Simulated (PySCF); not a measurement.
Vibration and rotation of SnB

UHF-CCSD(T) constants of SnB, ⁴Σ⁻ (quartet), unpaired electrons σ ↑, π ↑↑ (Sn aug-cc-pVDZ-PP with ECP28, B aug-cc-pVDZ; scalar-relativistic core potentials (PySCF 2.14); masses 119.9022 and 11.0093 u):

- ωe: 523.1 cm⁻¹
- ωexe: 3.31 cm⁻¹
- Be: 0.33787 cm⁻¹
- αe: 0.00289 cm⁻¹
- D (centrifugal): 5.64e-07 cm⁻¹
- De to Sn + B: 2.29 eV

**Question.** Give the vibrational terms G(v) and spacings up to v = 6.

**Answer.** G(v) = ωe(v+½) − ωexe(v+½)².

| v | G(v) (cm⁻¹) | G(v) − G(v−1) | Bv (cm⁻¹) |
| --- | --- | --- | --- |
| 0 | 260.7 |  | 0.3364 |
| 1 | 777.2 | 516.5 | 0.3335 |
| 2 | 1287.1 | 509.9 | 0.3306 |
| 3 | 1790.3 | 503.2 | 0.3278 |
| 4 | 2286.9 | 496.6 | 0.3249 |
| 5 | 2776.9 | 490.0 | 0.3220 |
| 6 | 3260.3 | 483.4 | 0.3191 |

**Question.** How well does the Morse estimate ωe²/(4ωexe) reproduce De, and what is D0?

**Answer.** It gives 2.56 eV, 112 % of the computed De. D0 = De − G(0) = 2.29 − 0.03 = 2.26 eV.

Correlated steps freeze 5 core orbitals. Correlated levels converge slowly with the basis: in double zeta they bind strong bonds too weakly, by up to about 1 eV, and carry superposition errors of some tenths. These are scalar-relativistic numbers at best; spin–orbit coupling would shift them, the dissociation energy most. The state is the lowest determinant that a PBE0 search found; another state may lie lower at other levels.
